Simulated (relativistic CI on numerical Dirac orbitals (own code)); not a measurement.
**Fe4+ in a cubic cluster: 1s photoemission with charge transfer**

Computed with a charge-transfer multiplet model of a cubic metal-ligand cluster with up to 2 ligand holes, Slater and spin-orbit integrals from Dirac-Coulomb-Breit ions, Slater integrals scaled by 0.8. The ground state mixes d4 with configurations of k ligand holes L, whose averages lie at kΔ + k(k − 1)U_dd/2; a core hole lowers each added d electron by U_cd. 20 K, Lorentzian 1.1 eV and Gaussian 0.6 eV FWHM.

Atomic integrals in eV (Slater integrals scaled, ζ unscaled), ground: F2dd 10.374, F4dd 6.521, zeta_d 0.064; with the core hole: F2dd 11.650, F4dd 7.350, zeta_d 0.091, G2cd 0.067.

Cluster parameters (eV): Δ = 1.5, U_dd = 6.1, U_cd = 7.8, 10Dq(ligand) = 0.8, V(eg) = 1.2, V(t2g) = -0.64, final-state hopping factor = 0.9.

| Case | n_d | d4 | d5L | d6L2 | S |
| --- | --- | --- | --- | --- | --- |
| 10Dq = 1.35 eV | 4.66 | 0.37 | 0.61 | 0.03 | 2.00 |
| 10Dq = 1.65 eV | 4.63 | 0.40 | 0.58 | 0.02 | 2.00 |
| 10Dq = 2.25 eV | 4.56 | 0.46 | 0.52 | 0.02 | 1.99 |

Weights, n_d and S are thermal averages at 20 K. Binding energies count from the first peak over 30 % of the highest in each spectrum, which can be another peak from case to case. The parameters are a model scan and need not match a compound or its usual spin state. Peaks in eV (height, largest 100):
- 10Dq = 1.35 eV: 0.0 (100), 5.2 (14), 8.7 (12), 11.1 (18)
- 10Dq = 1.65 eV: 0.0 (100), 5.3 (14), 8.8 (13), 11.0 (19)
- 10Dq = 2.25 eV: 0.0 (100), 4.0 (11), 5.7 (15), 9.6 (18), 10.7 (20)

Curve for 10Dq = 1.35 eV (points under 2 left out, the grid thinned):

E (eV), Intensity and a bar:
```
     -3.6        2.9 
     -3.2        3.6 #
     -2.8        4.7 #
     -2.5        5.9 #
     -2.1        8.3 ##
     -1.7       12.5 ###
     -1.3       20.7 ######
     -0.9       38.2 ############
     -0.5       71.5 ######################
     -0.2       96.0 ##############################
      0.2       90.7 ############################
      0.6       54.5 #################
      1.0       28.7 #########
      1.4       16.5 #####
      1.7       11.9 ###
      2.1        8.4 ##
      2.5        6.5 #
      2.9        5.7 #
      3.3        5.5 #
      3.7        5.7 #
      4.0        6.3 #
      4.4        8.3 ##
      4.8       12.1 ###
      5.2       14.4 ####
      5.6       12.6 ###
      5.9       10.5 ###
      6.3        8.3 ##
      6.7        6.7 #
      7.1        6.4 #
      7.5        7.2 ##
      7.9        8.8 ##
      8.2       10.2 ###
      8.6       11.5 ###
      9.0       11.2 ###
      9.4        9.7 ##
      9.8        8.5 ##
     10.1        8.9 ##
     10.5       12.1 ###
     10.9       16.8 #####
     11.3       16.4 #####
     11.7       10.6 ###
     12.1        6.1 #
     12.4        4.3 #
     12.8        2.9 
     13.2        2.1
```

For the case 10Dq = 1.35 eV, Δ = 1.5 eV is smaller than U_dd = 6.1 eV, the charge-transfer side of the Zaanen-Sawatzky-Allen scheme. With the core hole the average of the configuration with one ligand hole lies at Δ − U_cd = -6.3 eV before mixing: it lies below the unscreened one, so the lowest final states are mostly screened and the unscreened weight appears at higher binding energy as a satellite.

With at most 2 ligand holes the space is cut while the next configuration still counts, so covalency is underestimated, and a final configuration with one more ligand hole, which can lie low, is missing from the spectra.
